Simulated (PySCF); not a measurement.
arsine (AsH3), SMILES [AsH3]. Atoms are numbered in the order given.

```xyz
4

As     0.0000     0.0000     0.0706
H      1.0983    -0.6341    -0.7767
H     -1.0983    -0.6341    -0.7767
H      0.0000     1.2682    -0.7767
```

Geometry: B3LYP-D3(BJ)/def2-TZVPD.

The numbers are results of PBE/def2-TZVPD (PySCF), not measurements.

Symmetry labels are those of the subgroup Cs that the program uses (full group C3v).

Computed valence orbital energies around the gap with their symmetry:
```csv
orbital,symmetry,energy (eV)
HOMO−7,A',-40.99
HOMO−6,A",-40.89
HOMO−5,A',-40.89
HOMO−4,A',-40.84
HOMO−3,A',-15.79
HOMO−2,A",-8.97
HOMO−1,A',-8.97
HOMO,A',-6.72
LUMO,A',-0.46
LUMO+1,A",-0.37
LUMO+2,A',-0.37
LUMO+3,A",2.08
```
